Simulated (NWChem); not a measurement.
Program: NWChem. System: O₄Os, charge 0, spin multiplicity 1, at a geometry optimised with PBE/def2-SVP with def2 effective core potentials on Os. The structure started from a generated list of species. Level: RHF/def2-TZVP with def2 effective core potentials on Os.

NWChem printed:

```
             Northwest Computational Chemistry Package (NWChem) 7.3.0
             --------------------------------------------------------

                                NWChem Input Module
                                -------------------

 Scaling coordinates for geometry "geometry" by  1.889725989
 (inverse scale =  0.529177249)

 Turning off AUTOSYM since
 SYMMETRY directive was detected!

                             Geometry "geometry" -> ""
                             -------------------------

 Output coordinates in angstroms (scale by  1.889725989 to convert to a.u.)

  No.       Tag          Charge          X              Y              Z
 ---- ---------------- ---------- -------------- -------------- --------------
    1 Os                  76.0000     0.00000000     0.00000000     0.00000000
    2 O                    8.0000     1.40478200     0.00000000    -0.99332600
    3 O                    8.0000    -1.40478200     0.00000000    -0.99332600
    4 O                    8.0000     0.00000000     1.40478200     0.99332600
    5 O                    8.0000     0.00000000    -1.40478200     0.99332600

 Effective nuclear repulsion energy (a.u.)     820.3419451544

            Nuclear Dipole moment (a.u.)
            ----------------------------
        X                 Y               Z
 ---------------- ---------------- ----------------
     0.0000000000     0.0000000000     0.0000000000

      Symmetry information
      --------------------

 Group name             C2v
 Group number             16
 Group order               4
 No. of unique centers     3

      Symmetry unique atoms

     1    2    4


 Summary of "ao basis" -> "" (spherical)
 ------------------------------------------------------------------------------
       Tag                 Description            Shells   Functions and Types
 ---------------- ------------------------------  ------  ---------------------
 *                         def2-tzvp                  on all atoms

 Summary of "ao basis" -> "ao basis" (spherical)
 ------------------------------------------------------------------------------
       Tag                 Description            Shells   Functions and Types
 ---------------- ------------------------------  ------  ---------------------
 Os                        def2-tzvp                14       40   6s4p3d1f
 O                         def2-tzvp                11       31   5s3p2d1f

                                 NWChem SCF Module
                                 -----------------

  ao basis        = "ao basis"
  functions       =   164
  atoms           =     5
  closed shells   =    24
  open shells     =     0
  charge          =   0.00
  wavefunction    = RHF
  use symmetry    = T
  symmetry adapt  = T

 Summary of "ao basis" -> "ao basis" (spherical)
 ------------------------------------------------------------------------------
       Tag                 Description            Shells   Functions and Types
 ---------------- ------------------------------  ------  ---------------------
 Os                        def2-tzvp                14       40   6s4p3d1f
 O                         def2-tzvp                11       31   5s3p2d1f

      Symmetry analysis of basis
      --------------------------

        a1         60
        a2         24
        b1         40
        b2         40

 Forming initial guess at       0.1s

      Superposition of Atomic Density Guess
      -------------------------------------

 Sum of atomic energies:        -399.06586525

      Non-variational initial energy
      ------------------------------

 Total energy =    -388.826907
 1-e energy   =   -1024.599928
 2-e energy   =     405.970016
 HOMO         =      -0.447849
 LUMO         =      -0.085047

      Symmetry analysis of molecular orbitals - initial
      -------------------------------------------------

 !! scf_movecs_sym_adapt:   81 vectors were symmetry contaminated

  Symmetry fudging

 !! scf_movecs_sym_adapt:   80 vectors were symmetry contaminated

  Numbering of irreducible representations:

     1 a1          2 a2          3 b1          4 b2

  Orbital symmetries:

     1 a1          2 a1          3 b1          4 b2          5 a1
[...]
             ----- ------------------- --------- --------- --------
                 1     -388.6185460430  3.72D+00  1.05D+00      1.5
                 2     -389.2267261758  9.86D-01  1.71D-01      1.6
                 3     -389.2549063280  2.19D-01  3.66D-02      1.7
                 4     -389.2574780788  6.23D-03  1.66D-03      2.1
                 5     -389.2574828109  2.00D-05  6.06D-06      2.8
                 6     -389.2574828110  8.70D-09  2.15D-09      3.6

       Final RHF  results
       ------------------

         Total SCF energy =   -389.257482811016
      One-electron energy =  -1022.608729503725
      Two-electron energy =    403.548242024501
 Nuclear repulsion energy =    229.803004668208

        Time for solution =      2.3s

       Symmetry analysis of molecular orbitals - final
       -----------------------------------------------

  Numbering of irreducible representations:

     1 a1          2 a2          3 b1          4 b2

  Orbital symmetries:

     1 b1          2 b2          3 a1          4 a1          5 a1
     6 b1          7 b2          8 a1          9 a1         10 a1
    11 b1         12 b2         13 a1         14 b1         15 b2
    16 a2         17 a1         18 a1         19 b2         20 b1
    21 a1         22 a2         23 b1         24 b2         25 a1
    26 a2         27 b1         28 b2         29 a1         30 a1
    31 a1         32 b1         33 b2         34 b2

             Final eigenvalues
             -----------------

              1
    1  -20.6851
    2  -20.6851
    3  -20.6851
    4  -20.6850
    5   -4.3133
    6   -2.5694
    7   -2.5694
    8   -2.5694
    9   -1.3743
   10   -1.3455
   11   -1.3455
   12   -1.3455
   13   -0.7340
   14   -0.7340
   15   -0.7340
   16   -0.7325
   17   -0.7325
   18   -0.6255
   19   -0.5648
   20   -0.5648
   21   -0.5648
   22   -0.5322
   23   -0.5322
   24   -0.5322
   25   -0.0636
   26   -0.0636
   27    0.0359
   28    0.0359
   29    0.0359
   30    0.0798
   31    0.1443
   32    0.1443
   33    0.1443
   34    0.3731

                       ROHF Final Molecular Orbital Analysis
                       -------------------------------------

 Vector   22  Occ=2.000000D+00  E=-5.322223D-01  Symmetry=a2
              MO Center= -3.0D-11,  5.0D-11,  2.9D-11, r^2= 3.4D+00
   Bfn.  Coefficient  Atom+Function         Bfn.  Coefficient  Atom+Function
  ----- ------------  ---------------      ----- ------------  ---------------
    47      0.232548  2 O  py                78     -0.232548  3 O  py
   108     -0.232548  4 O  px               139      0.232548  5 O  px
    50      0.222520  2 O  py                81     -0.222520  3 O  py
   111     -0.222520  4 O  px               142      0.222520  5 O  px
    53      0.151163  2 O  py                84     -0.151163  3 O  py

 Vector   23  Occ=2.000000D+00  E=-5.322223D-01  Symmetry=b1
              MO Center=  3.8D-14,  7.8D-12, -4.8D-01, r^2= 3.2D+00
   Bfn.  Coefficient  Atom+Function         Bfn.  Coefficient  Atom+Function
  ----- ------------  ---------------      ----- ------------  ---------------
    48      0.232548  2 O  pz                79     -0.232548  3 O  pz
    51      0.222520  2 O  pz                82     -0.222520  3 O  pz
    46      0.164435  2 O  px                77      0.164435  3 O  px
   108     -0.164437  4 O  px               139     -0.164437  5 O  px
    49      0.157344  2 O  px                80      0.157344  3 O  px

 Vector   24  Occ=2.000000D+00  E=-5.322223D-01  Symmetry=b2
              MO Center=  3.1D-11, -4.8D-15,  4.8D-01, r^2= 3.2D+00
   Bfn.  Coefficient  Atom+Function         Bfn.  Coefficient  Atom+Function
  ----- ------------  ---------------      ----- ------------  ---------------
   110      0.232548  4 O  pz               141     -0.232548  5 O  pz
   113      0.222520  4 O  pz               144     -0.222520  5 O  pz
    47      0.164437  2 O  py                78      0.164437  3 O  py
   109     -0.164435  4 O  py               140     -0.164435  5 O  py
    50      0.157346  2 O  py                81      0.157346  3 O  py

 Vector   25  Occ=0.000000D+00  E=-6.358515D-02  Symmetry=a1
              MO Center=  3.0D-13, -5.2D-13, -1.2D-11, r^2= 2.2D+00
   Bfn.  Coefficient  Atom+Function         Bfn.  Coefficient  Atom+Function
  ----- ------------  ---------------      ----- ------------  ---------------
    21      0.607831  1 Os d  0              26      0.323215  1 Os d  0
    54      0.151489  2 O  pz                85      0.151489  3 O  pz
   116     -0.151489  4 O  pz               147     -0.151489  5 O  pz

 Vector   26  Occ=0.000000D+00  E=-6.358464D-02  Symmetry=a2
              MO Center=  8.3D-14, -1.3D-13, -5.2D-12, r^2= 2.2D+00
   Bfn.  Coefficient  Atom+Function         Bfn.  Coefficient  Atom+Function
  ----- ------------  ---------------      ----- ------------  ---------------
    19      0.607831  1 Os d -2              24      0.323215  1 Os d -2
    53     -0.185535  2 O  py                84      0.185535  3 O  py
   114     -0.185535  4 O  px               145      0.185535  5 O  px
    47     -0.170945  2 O  py                78      0.170945  3 O  py
   108     -0.170945  4 O  px               139      0.170945  5 O  px

 Vector   27  Occ=0.000000D+00  E= 3.591958D-02  Symmetry=b1
              MO Center=  8.6D-10,  3.1D-14, -6.2D-02, r^2= 2.5D+00
   Bfn.  Coefficient  Atom+Function         Bfn.  Coefficient  Atom+Function
  ----- ------------  ---------------      ----- ------------  ---------------
    22      0.556549  1 Os d  1              45     -0.411384  2 O  s
    76      0.411384  3 O  s                 32      0.379497  1 Os d  1
    52      0.296040  2 O  px                83      0.296040  3 O  px
    27      0.293206  1 Os d  1              10      0.203394  1 Os px
    46      0.191868  2 O  px                77      0.191868  3 O  px

 center of mass
 --------------
 x =   0.00000000 y =   0.00000000 z =   0.00000000

 moments of inertia (a.u.)
 ------------------
         450.874006560836           0.000000000000           0.000000000000
           0.000000000000         450.874006560836           0.000000000000
           0.000000000000           0.000000000000         450.876220827064

  Mulliken analysis of the total density
  --------------------------------------

    Atom       Charge   Shell Charges
 -----------   ------   -------------------------------------------------------
    1 Os  16    13.95   0.03 -0.42  1.79  0.65  0.50 -0.03  2.59  3.05  0.68  0.07  2.89  1.74  0.16  0.23
    2 O    8     8.51   0.79  1.18  0.60  1.01  0.34  1.74  1.98  0.83  0.00  0.03  0.00
    3 O    8     8.51   0.79  1.18  0.60  1.01  0.34  1.74  1.98  0.83  0.00  0.03  0.00
    4 O    8     8.51   0.79  1.18  0.60  1.01  0.34  1.74  1.98  0.83  0.00  0.03  0.00
    5 O    8     8.51   0.79  1.18  0.60  1.01  0.34  1.74  1.98  0.83  0.00  0.03  0.00

       Multipole analysis of the density wrt the origin
       ------------------------------------------------

     L   x y z        total         open         nuclear
     -   - - -        -----         ----         -------
     0   0 0 0     -0.000000      0.000000     48.000000

     1   1 0 0      0.000000      0.000000      0.000000
     1   0 1 0      0.000000      0.000000      0.000000
     1   0 0 1     -0.000000      0.000000      0.000000

     2   2 0 0    -36.081089      0.000000    112.754925
     2   1 1 0     -0.000000      0.000000      0.000000
     2   1 0 1     -0.000000      0.000000      0.000000
     2   0 2 0    -36.081089      0.000000    112.754925
     2   0 1 1     -0.000000      0.000000      0.000000
     2   0 0 2    -36.081048      0.000000    112.753818

 Task  times  cpu:        3.7s     wall:        3.7s

 Total times  cpu:        3.7s     wall:        3.7s
```

Problem. Write an NWChem input that would produce this output.

Solution. One answer among several that fit: 
```
start mol
memory heap 200 mb stack 900 mb global 1100 mb
geometry units angstroms nocenter noautoz
  Os     0.000000     0.000000     0.000000
  O      1.404782     0.000000    -0.993326
  O     -1.404782     0.000000    -0.993326
  O      0.000000     1.404782     0.993326
  O      0.000000    -1.404782     0.993326
  symmetry group C2v
end
basis spherical
  * library def2-tzvp
end
ecp
  Os library def2-ecp
end
scf
  rhf
  nopen 0
  maxiter 100
  thresh 1e-7
  semidirect memsize 60000000 filesize 0
end
task scf energy
```
